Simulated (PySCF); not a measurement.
# Removal energies of Zr(12+) from EOM-IP-GCCSD

Reference: closed-shell Zr(12+), [Ar] 3d10; one electron is removed. Calculated with PySCF 2.14, two-component X2C-1e with screened spin-orbit coupling, an uncontracted even-tempered set (20 s from 0.27 bohr⁻², ratio 2.6; 15 p from 0.35 bohr⁻², ratio 2.6; 10 d from 0.35 bohr⁻², ratio 2.6; 6 f from 0.36 bohr⁻², ratio 2.8); frozen [Ar]; the 96 highest virtual spinors dropped; of the others 70 kept and the rest restored at second order. No Breit or QED terms. Binding energies in eV.

| level | Koopmans |
| --- | --- |
| 3d3/2 | 432.33 |
| 3d5/2 | 429.65 |

(1) How does correlation move these levels?

For comparison, the ionisation energy of Zr(12+) is 426 ± 3 eV (theoretical estimate listed by NIST; NIST Atomic Spectra Database, ionization energies).

## Answers

(1) 3d3/2: second order 430.75, EOM-CCSD 431.13; 3d5/2: second order 428.14, EOM-CCSD 428.51.
